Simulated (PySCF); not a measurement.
**Electron correlation in I²⁺ (iodine, charge +2)**

[Kr] 4d10 5s1 5p4, high-spin 4P determinant (an excited configuration). All numbers are calculated (PySCF 2.14, scalar relativity by spin-free X2C-1e, in x2c-TZVPPall). Frozen: [Kr] 4d10; 5 electrons correlated.

```
  level  correlation energy (mhartree)
   CCSD                         -90.42
    (T)                          -4.95
CCSD(T)                         -95.37
```

Diagnostics: T1 = 0.012, D1 = 0.0256, largest double amplitude 0.225.

Is a single reference adequate?

Not fully. A double-excitation amplitude exceeds 0.15, a sign of near-degeneracy.
